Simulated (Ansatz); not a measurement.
`C[O][Sc]([Cl])[O]C`, relaxed with RKS PBE-D4/def2-SVP in Ansatz from a rough embedded geometry. The force threshold is 0.03 eV/Å; the program also tests the step.

Charge 0, multiplicity 1.

Start:

```xyz
12

C     1.656    0.442   -0.886
O     1.556    0.891    0.396
Sc   -0.507    0.512    2.632
Cl   -1.050    2.613    0.612
O    -1.021   -0.407    1.246
C    -1.392   -1.123    0.138
H     2.642    0.854   -1.311
H     0.849    0.742   -1.494
H     1.789   -0.640   -0.884
H    -0.624   -1.847   -0.101
H    -2.356   -1.615    0.348
H    -1.542   -0.423   -0.696
```

(1) By how much does the energy fall, and how many steps does the optimiser take? (Best estimate.)

(2) Which bonds change most? (Estimate.)

(3) Give the relaxed structure. (Best estimate.)

Results:

(1) Computed: 6.55 eV, in 21 steps, 1 of them rejected.

(2) The calculation gave: O2–Sc3 from 3.066 to 1.852 Å; Sc3–Cl4 from 2.965 to 2.328 Å; Sc3–O5 from 1.741 to 1.852 Å; C1–H8 from 1.053 to 1.115 Å.

(3) Ansatz gave: 
```xyz
12

C     2.477    0.841   -0.957
O     1.297    0.950   -0.229
Sc   -0.306    0.968    0.700
Cl   -0.869    2.779    2.049
O    -1.447   -0.485    0.555
C    -2.231   -1.622    0.388
H     3.294    1.449   -0.503
H     2.342    1.197   -2.005
H     2.833   -0.215   -1.010
H    -1.608   -2.537    0.252
H    -2.894   -1.793    1.268
H    -2.888   -1.533   -0.509
```
